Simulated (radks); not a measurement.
The mean radii <r> (bohr) of the occupied orbitals of an atom or ion are listed with their occupations. All-electron calculation, scalar-relativistic Kohn-Sham, exchange-only PBE, spin-unpolarised, spherical densities, finite nucleus; Fermi nuclear charge, rms radius of each element as measured or else 0.836 A^(1/3) + 0.57 fm. Program: a radial shooting solver on a logarithmic mesh with Libxc functionals.

orbital  occ.      <r>
1s          2  0.08572
2s          2   0.4136
2p          6   0.3758
3s          2    1.293
3p          3    1.403

Name the element and its charge.

Answer. Z = 18, argon, charge +3: Ar3+ in [Ne] 3s2 3p3. The 1s radius gives Z: for a bare nucleus <r> = (2 gamma + 1)/(2Z) with gamma = sqrt(1 - (Z/c)^2), 0.08285 bohr for Z = 18, and screening makes it slightly larger (0.08572 here). The occupations add up to 15, and the charge is Z minus that.
